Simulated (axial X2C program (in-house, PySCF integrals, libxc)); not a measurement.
## GeH: from the spin-free to the two-component result

All values were computed with an in-house all-electron X2C program for linear molecules (integrals from PySCF). Spin-free means the one-electron spin-free X2C Hamiltonian; two-component (2c) means X2C with spin–orbit coupling and atomic mean-field two-electron Coulomb and Gaunt terms, so the difference of the two also holds small scalar two-electron terms. Basis: Ge dyall-cv3z [9s9p7d4f1g], H dyall-v3z [6s2p1d] (cores contracted in-house); Gaussian nuclei, density fitting, unrestricted open shells. Masses: Ge 73.921 u, H 1.008 u.

Spin-free state: M_S = 1/2, Λ = 1 (beyond evenly filled blocks: π+α); fragments Ge + H.

```
  level  Re (Å)  ωe (cm⁻¹)  De (eV)  μ (D)
   PBE0   1.597     1885.8    2.803  -0.18
     HF   1.584     1980.7    1.898  -0.04
    MP2   1.570     1968.7    2.692    n/a
   CCSD   1.583     1907.5    2.888    n/a
CCSD(T)   1.586     1886.7      n/a    n/a
r2SCAN0   1.585     1929.5    2.760  -0.12
```

Correlated methods: 15 electrons correlated (number of frozen shells: Ge 3 s, 2 p; H none), 167 virtual spin orbitals or spinors in MP2, 90 natural virtuals in coupled cluster.

Dipoles are positive if H is the positive end.

Within this multiplet, which Ω should lie lowest by the rule for regular and inverted multiplets?

The open π shell holds one electron, so the multiplet is regular: Ω = Λ − 1/2 = 1/2. The PBE0 2c search agrees.

Two-component determinant lowest at the distance of the search:

Ω = 1/2 (⟨Sz⟩ = -0.50, ⟨Lz⟩ = 1.00 at HF); fragments Ge + H.

```json
{"level": "PBE0", "Re (Å)": "1.597", "ωe (cm⁻¹)": "1882.8", "μ (D)": "-0.19"}
{"level": "HF", "Re (Å)": "1.584", "ωe (cm⁻¹)": "1977.4", "μ (D)": "-0.05"}
{"level": "MP2", "Re (Å)": "1.571", "ωe (cm⁻¹)": "1965.5", "μ (D)": "n/a"}
{"level": "CCSD", "Re (Å)": "1.584", "ωe (cm⁻¹)": "1904.5", "μ (D)": "n/a"}
{"level": "CCSD(T)", "Re (Å)": "1.587", "ωe (cm⁻¹)": "1883.7", "μ (D)": "n/a"}
{"level": "r2SCAN0", "Re (Å)": "1.585", "ωe (cm⁻¹)": "1926.6", "μ (D)": "-0.13"}
```

From the two tables, how do the constants change at the CCSD(T) level (2c against spin-free)?

At the CCSD(T) level Re goes up by 0.001 Å and ωe decreases by 3.0 cm⁻¹.

Occupations by symmetry block were frozen at the best pattern of an incomplete PBE0 search. De is counted from the lowest determinant-based energies of the atoms at the same level, without counterpoise correction. De is not given where an atomic determinant may have missed its ground term or J level, or where the truncated virtual space spoils (T). Density functionals use the spin component along the axis (collinear). Coupled cluster ran in a truncated set of natural virtual spinors; the MP2 energy of the rest was added. (T) has no such correction and the atoms are truncated less, which lowers De at CCSD(T) by a hundredth of an eV or more. Without a current term, density functionals place determinants with orbital angular momentum somewhat too high.
